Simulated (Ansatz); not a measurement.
A nudged elastic band was laid between two geometries of C$_{2}$H$_{9}$FOSi$_{2}$ (15 atoms, charge 0, multiplicity 1).

Theory: RKS LDA/def2-SVP in Ansatz.

| Quantity | Value |
| --- | --- |
| movable images | 5 |
| climbing image | yes |
| spring | 5.0 eV/Å² |
| optimiser | quadratic models (default) |
| start path | through a guess of the saddle point |
| force threshold | 0.2 eV/Å |
| iteration limit | 60 |
| end points | relaxed |

First end point:

```xyz
15
Properties=species:S:1:pos:R:3
C 0.653 -2.623 0.718
Si 0.387 -1.299 -0.582
Si 0.056 0.810 0.350
F -1.301 0.757 1.296
C -0.455 2.217 -0.792
O -1.079 3.167 0.028
H 0.802 -3.616 0.244
H -0.227 -2.685 1.391
H 1.547 -2.394 1.335
H -0.810 -1.623 -1.444
H 1.585 -1.192 -1.498
H 1.178 1.239 1.262
H 0.426 2.685 -1.287
H -1.113 1.840 -1.621
H -1.671 2.666 0.629
```

Last end point:

```xyz
15
Properties=species:S:1:pos:R:3
C 0.623 -2.614 0.671
Si 0.549 -1.244 -0.606
Si -0.196 0.709 0.430
F -1.418 0.251 1.417
C -0.763 2.078 -0.724
O -1.066 3.273 -0.062
H 0.851 -3.594 0.201
H -0.355 -2.687 1.190
H 1.402 -2.400 1.433
H -0.421 -1.596 -1.710
H 1.895 -1.000 -1.248
H 0.855 1.338 1.324
H 0.011 2.191 -1.535
H -1.684 1.737 -1.253
H -0.304 3.508 0.502
```

(1) Which bonds break or form, and what moves?

(2) Give the energies along the band, and the barrier.

(3) What is the geometry of the highest image?

## Answers

(1) No bond is made or broken. The dihedral Si3–C5–O6–H15 goes from -44 to 52°.

(2) It converged. The highest image is number 3 of 0 to 6, 0.137 eV above the first end and 0.064 eV above the last; the last end lies 0.072 eV above the first. The threshold of 0.2 eV/Å is loose, so the images may lie well off the minimum-energy path. The order of the stationary point at the top wasn't checked.

| image | path coordinate (Å) | energy (eV) | dihedral Si3–C5–O6–H15 (°) |
| --- | --- | --- | --- |
| 0 | 0.00 | 0.000 | -44 |
| 1 | 0.50 | 0.014 | -47 |
| 2 | 1.00 | 0.065 | -38 |
| 3 | 1.49 | 0.137 | -1 |
| 4 | 1.92 | 0.103 | 32 |
| 5 | 2.35 | 0.077 | 48 |
| 6 | 2.78 | 0.072 | 52 |

(3) 
```xyz
15
Properties=species:S:1:pos:R:3
C 0.704 -2.621 0.673
Si 0.409 -1.266 -0.588
Si -0.182 0.744 0.436
F -1.502 0.489 1.375
C -0.582 2.119 -0.773
O -0.972 3.339 -0.212
H 0.954 -3.579 0.171
H -0.208 -2.776 1.288
H 1.540 -2.354 1.352
H -0.704 -1.648 -1.535
H 1.646 -1.014 -1.419
H 0.873 1.267 1.386
H 0.344 2.235 -1.401
H -1.361 1.740 -1.484
H -0.983 3.275 0.759
```

Run time: 42 s on 2 threads of Intel(R) Xeon(R) Platinum 8488C (Sapphire Rapids), with other jobs on the host, peak memory 0.2 GiB.
